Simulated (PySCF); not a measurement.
# Excitation energy of Zr²⁺ by level of theory

Zr²⁺ [Kr] 4d2 (3F) → Zr²⁺ [Kr] 4d1 5s1 (3D), as a difference of total energies. Computed with PySCF 2.14 in aug-cc-pVTZ-DK (9s8p6d3f2g, 102 functions), with the spin-free X2C one-electron Hamiltonian (Gaussian nucleus). Correlated levels: valence: [Kr] frozen. The calculations carry no spin-orbit coupling.

```tsv
method	excitation energy (eV)
UHF	2.291
MP2 (valence)	2.268
SCS-MP2 (valence)	2.283
CCSD (valence)	2.256
```

**Question.** How much does correlation contribute at MP2 (valence)?

**Answer.** 2.268 − (2.291) = -0.023 eV, measured against UHF.

A first-order spin-orbit estimate (lowest level to lowest level, LS coupling) adds 0.021 eV.

With two correlated electrons CCSD is exact in that space.
